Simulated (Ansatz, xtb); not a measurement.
## Two structures of BH6PSn

Structure a is a singlet given by its coordinates and structure b is a singlet given by its coordinates. Both are isolated molecules in the gas phase, relaxed with r2SCAN-D4/def2-SVP.

a (Å):

```yaml
atoms:
  - { symbol: B, position_ang: [0.7472, 1.0577, 0.2847] }
  - { symbol: P, position_ang: [-0.7944, 0.7632, -0.9026] }
  - { symbol: Sn, position_ang: [-0.1801, -0.5128, 1.5944] }
  - { symbol: H, position_ang: [1.7666, 0.6660, -0.2313] }
  - { symbol: H, position_ang: [-0.9151, -0.6284, -1.2015] }
  - { symbol: H, position_ang: [0.6947, 2.1527, 0.7914] }
  - { symbol: H, position_ang: [-2.0074, 0.8888, -0.1588] }
  - { symbol: H, position_ang: [-1.6993, -0.2463, 2.3921] }
  - { symbol: H, position_ang: [-0.3145, -2.1634, 1.0724] }
```

Close contacts (Å): B1–P2 1.97, B1–Sn3 2.25, P2–Sn3 2.87, B1–H4 1.21, B1–H6 1.21, P2–H5 1.43, P2–H7 1.43, Sn3–H8 1.74, Sn3–H9 1.74.

b (Å):

```json
{"atom": "B", "x (Å)": "-0.2642", "y (Å)": "-1.0420", "z (Å)": "1.0617"}
{"atom": "P", "x (Å)": "-0.8665", "y (Å)": "0.1173", "z (Å)": "-0.3884"}
{"atom": "Sn", "x (Å)": "-2.0420", "y (Å)": "1.0094", "z (Å)": "1.7321"}
{"atom": "H", "x (Å)": "0.9270", "y (Å)": "-0.9558", "z (Å)": "1.2623"}
{"atom": "H", "x (Å)": "-0.7790", "y (Å)": "-2.1359", "z (Å)": "0.9693"}
{"atom": "H", "x (Å)": "-1.5612", "y (Å)": "-0.5426", "z (Å)": "-1.4252"}
{"atom": "H", "x (Å)": "0.1440", "y (Å)": "0.8295", "z (Å)": "-1.0699"}
{"atom": "H", "x (Å)": "-0.8043", "y (Å)": "-0.5377", "z (Å)": "2.1506"}
{"atom": "H", "x (Å)": "-0.5919", "y (Å)": "2.0308", "z (Å)": "1.8636"}
```

Close contacts (Å): B1–P2 1.95, B1–Sn3 2.80, P2–Sn3 2.58, B1–H4 1.21, B1–H5 1.21, B1–H8 1.32, P2–H6 1.41, P2–H7 1.41, Sn3–H8 2.03, Sn3–H9 1.78.

Task: Estimate E(b) − E(a) at the level CCSD(T)/def2-TZVP.

Result: Calculated at CCSD(T)/def2-TZVP: E(b) − E(a) = −0.623 eV, so structure b lies lower.

Level by level:

```tsv
level	geometry	E(b) − E(a) (eV)	departure from the last row (eV)	job, with rough time for the two
r2SCAN-D4/def2-SVP	r2SCAN-D4/def2-SVP	−0.692	−0.069	optimisation, 33 s
HF/def2-TZVP	r2SCAN-D4/def2-SVP	−0.798	−0.175	part of the CCSD(T) run
MP2/def2-TZVP	r2SCAN-D4/def2-SVP	−0.645	−0.022	part of the CCSD(T) run
CCSD(T)/def2-TZVP	r2SCAN-D4/def2-SVP	−0.623		single point, 69 s
```

The levels shown agree on the order. The largest departure from CCSD(T)/def2-TZVP is that of HF/def2-TZVP, 0.175 eV. Levels run at GFN2-xTB geometries aren't shown.

With harmonic frequencies from r2SCAN-D4/def2-SVP (ideal gas, rigid rotor, one conformer each, 298.15 K, 1 atm): on the last row, ΔE + ΔZPE = −0.555, ΔH = −0.568, ΔG = −0.545 eV.

The correlated steps freeze 10 core orbitals; the filled d shell of Sn is correlated, in a basis made for valence electrons. Atoms past krypton carry core potentials in the def2 sets and no spin–orbit term is included. Mirror images aren't counted in ΔG. Programs: Ansatz 0.2.0; the last row on 2 threads of Arm Neoverse V2 on a shared host.
